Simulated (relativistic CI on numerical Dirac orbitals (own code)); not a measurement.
**Hyperfine structure of Tl⁷⁹⁺, mass number 203**

Computed by Dirac-Coulomb-Breit CI, orbitals from a KLI potential per configuration, QED by a radiative potential, unscaled Slater integrals (own radial code, finite nucleus).

Configurations in the expansion: 1s2, 1s 2s, 1s 2p, 1s 3s, 1s 3p, 1s 3d, 1s 4s, 1s 4p, 1s 4d, 1s 4f, 1s 5s, 1s 5p, 1s 5d, 1s 5f, 1s 5g, 1s 6s, 1s 6p, 1s 6d, 2s2. Levels of other configurations are missing.

Nuclear spin I = 1/2, μ = 1.616 μN (tables of Stone and Pyykkö). The electronic factors are computed for point nuclear moments, without core polarisation or the Bohr-Weisskopf and QED corrections.

```
      Level  E (10³ cm⁻¹)  A (GHz)
 1s 2s 3S_1        580498   459800
1s 2p 3P°_1        581544   418400
1s 2p 3P°_2        600787   201700
1s 2p 1P°_1        601236  -193800
 1s 3s 3S_1        694110   416300
1s 3p 3P°_1        694384   404300
1s 3p 3P°_2        700118   199800
 1s 3d 3D_2        700195   199600
```

Levels with J = 0, under 50 % of one LS term, or S terms without an open s electron are left out. Small factors come from cancelling terms and can be off by tens of per cent or more.

At this charge energies of transitions that change n are usually good to better than 1 %, and those within a shell (Δn = 0) to a few per cent.

Question: Give the hyperfine levels of 1s 2s 3S_1 relative to its centre of gravity.

Answer: With K = F(F + 1) − I(I + 1) − J(J + 1), E = AK/2: F = 1/2: -459800, F = 3/2: 229900 GHz.

LS names give the leading component of a level, which can be under half, so a name can repeat, a term be missing and a line seem to break the LS rules.
